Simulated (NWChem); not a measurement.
System: HgCl2; SMILES [Cl][Hg][Cl]

Here is an NWChem input.

```
start job
memory heap 200 mb stack 900 mb global 1100 mb
geometry units angstroms noautoz
  Hg     0.000000     0.000000     0.000000
  Cl     0.000000     2.282284     0.000000
  Cl     0.000000    -2.282284     0.000000
end
basis spherical
  * library def2-svp
end
ecp
  Hg library def2-ecp
end
dft
  xc xpbe96 cpbe96
  iterations 150
  mulliken
end
task dft energy
```

NWChem printed, in part:

```
             Northwest Computational Chemistry Package (NWChem) 7.3.0
             --------------------------------------------------------

 ORDER OF PRIMARY AXIS IS BEING SET TO 4
 D4H symmetry detected

                             Geometry "geometry" -> ""
                             -------------------------

 Output coordinates in angstroms (scale by  1.889725989 to convert to a.u.)

  No.       Tag          Charge          X              Y              Z
 ---- ---------------- ---------- -------------- -------------- --------------
    1 Hg                  80.0000     0.00000000     0.00000000     0.00000000
    2 Cl                  17.0000     0.00000000     0.00000000     2.28228400
    3 Cl                  17.0000     0.00000000     0.00000000    -2.28228400

 Effective nuclear repulsion energy (a.u.)     664.1716060576

      Symmetry information
      --------------------

 Group name             D4h
 Group number             28
 Group order              16
 No. of unique centers     2

 Summary of "ao basis" -> "ao basis" (spherical)
 ------------------------------------------------------------------------------
       Tag                 Description            Shells   Functions and Types
 ---------------- ------------------------------  ------  ---------------------
 Hg                         def2-svp                12       32   6s3p2d1f
 Cl                         def2-svp                 8       18   4s3p1d

      Symmetry analysis of basis
      --------------------------

        a1g        16
        a1u         0
        a2g         0
        a2u        12
        b1g         3
        b1u         2
        b2g         3
        b2u         2
        eg         12
        eu         18

            General Information
            -------------------
          SCF calculation type: DFT
          Wavefunction type:  closed shell.
          No. of atoms     :     3
          No. of electrons :    54
           Alpha electrons :    27
            Beta electrons :    27
          Charge           :     0
          Spin multiplicity:     1
          Use of symmetry is: on ; symmetry adaption is: on
          Maximum number of iterations: 150
          AO basis - number of functions:    68
                     number of shells:    28
          Convergence on energy requested:  1.00D-06
          Convergence on density requested:  1.00D-05
          Convergence on gradient requested:  5.00D-04

              XC Information
              --------------
          PerdewBurkeErnzerhof Exchange Functional  1.000
            Perdew 1991 LDA Correlation Functional  1.000 local
           PerdewBurkeErnz. Correlation Functional  1.000 non-local

             Grid Information
             ----------------
          Grid used for XC integration:  medium
          Radial quadrature: Mura-Knowles
          Angular quadrature: Lebedev.
          Tag              B.-S. Rad. Rad. Pts. Rad. Cut. Ang. Pts.
          ---              ---------- --------- --------- ---------
          Hg                  1.50      123           7.0       590
          Cl                  1.00       88          11.0       590
          Grid pruning is: on
          Number of quadrature shells:   211
          Spatial weights used:  Erf1

      Superposition of Atomic Density Guess
      -------------------------------------

 Sum of atomic energies:       -1092.79192937

      Non-variational initial energy
      ------------------------------

 Total energy =   -1071.478259
 1-e energy   =   -1921.852596
 2-e energy   =     659.203281
 HOMO         =      -0.400030
 LUMO         =      -0.060796

      Symmetry analysis of molecular orbitals - initial
      -------------------------------------------------

 !! scf_movecs_sym_adapt:   10 vectors were symmetry contaminated

  Symmetry fudging

 !! scf_movecs_sym_adapt:    4 vectors were symmetry contaminated

  Numbering of irreducible representations:

     1 a1g         2 a1u         3 a2g         4 a2u         5 b1g
     6 b1u         7 b2g         8 b2u         9 eg         10 eu

  Orbital symmetries:

     1 a2u         2 a1g         3 a1g         4 a2u         5 a1g
     6 a2u         7 eu          8 eu          9 eg         10 eg
    11 a1g        12 a2u        13 eu         14 eu         15 a1g
    16 a2u        17 a1g        18 eg         19 eg         20 b1g
    21 b2g        22 a1g        23 a2u        24 eu         25 eu
    26 eg         27 eg         28 a1g        29 eu         30 eu
    31 a2u        32 a1g        33 eg         34 eg         35 b1g
    36 b2g        37 a1g

     ---------------------------------------------
      Total Density - Mulliken Population Analysis
     ---------------------------------------------

    Atom       Charge   Shell Charges
 -----------   ------   -------------------------------------------------------
    1 Hg  20    18.96   0.12 -0.54  1.77  0.66  0.57  0.31  5.57  0.48  0.12  8.84  1.06  0.01
    2 Cl  17    17.52   2.00  1.99  1.23  0.73  5.94  2.16  3.46  0.01
    3 Cl  17    17.52   2.00  1.99  1.23  0.73  5.94  2.16  3.46  0.01

   convergence    iter        energy       DeltaE   RMS-Dens  Diis-err
 ---------------- ----- ----------------- --------- --------- ---------
 d= 0,ls=0.0,diis     1  -1073.2364265272 -1.26D+03  3.58D-02  6.56D-01
 d= 0,ls=0.0,diis     2  -1073.1559977297  8.04D-02  2.23D-02  1.02D+00
 d= 0,ls=0.0,diis     3  -1073.2991261980 -1.43D-01  4.02D-03  8.36D-02
 d= 0,ls=0.0,diis     4  -1073.3097676601 -1.06D-02  7.57D-04  2.34D-03
 d= 0,ls=0.0,diis     5  -1073.3101031211 -3.35D-04  1.14D-04  5.93D-05
  Resetting Diis
 d= 0,ls=0.0,diis     6  -1073.3101095490 -6.43D-06  2.73D-05  3.12D-06
 d= 0,ls=0.0,diis     7  -1073.3101098947 -3.46D-07  1.94D-05  1.80D-07
 d= 0,ls=0.0,diis     8  -1073.3101098668  2.80D-08  1.16D-05  3.84D-07
 d= 0,ls=0.0,diis     9  -1073.3101099252 -5.85D-08  1.66D-06  1.35D-08

[...]
```

Level: PBE/def2-SVP with def2 effective core potentials on Hg. Coordinates come from a PBE0/def2-SVP optimisation. def2 effective core potentials on Hg; no spin-orbit coupling.
